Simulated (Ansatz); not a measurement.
Isolated molecules relaxed with PBE0-D4/def2-TZVP in Ansatz; ΔE leaves out vibrations. CCSD(T)/CBS is the MP2 limit (def2-TZVPP, def2-QZVPP) plus CCSD(T) − MP2 in def2-TZVPP, frozen cores. DFT in def2-TZVPP. B3LYP here is the variant with VWN-RPA as its local correlation; programs differ in this. Each species was taken in one conformer, which may not be the lowest.

Consider the isomerisation: `CCCCC(=O)OCCC` → `CC(C)COC(=O)C(C)C`.

| species | B3LYP energy (Eh) |
| --- | --- |
| `CCCCC(=O)OCCC` | -465.15438 |
| `CC(C)COC(=O)C(C)C` | -465.15447 |

**Question.** Work out ΔE.

**Answer.** ΔE = (-465.15447) − (-465.15438) = -0.00009 Eh = -0.2 kJ/mol. CCSD(T)/CBS gives -7.5 kJ/mol.

Largest T1 diagnostic among the species: 0.012.

The D4 term adds −3.7 kJ/mol with B3LYP and −2.2 kJ/mol with PBE0; it sums over pairs of atoms, weighted by their polarisabilities, and B3LYP, whose exchange is more repulsive, gets the larger term. In def2-TZVPP, CCSD(T) changes the Hartree–Fock value by −6.4 kJ/mol (the triples alone add −1.1 kJ/mol) and MP2 by −8.7 kJ/mol. Leaving LDA and LC-ωPBE aside and taking each functional with its dispersion term where it has one, the values, not all of them listed here, spread over 3.2 kJ/mol, from ωB97M-V to PBE-D4. LDA lies −3.5 kJ/mol from PBE without D4.
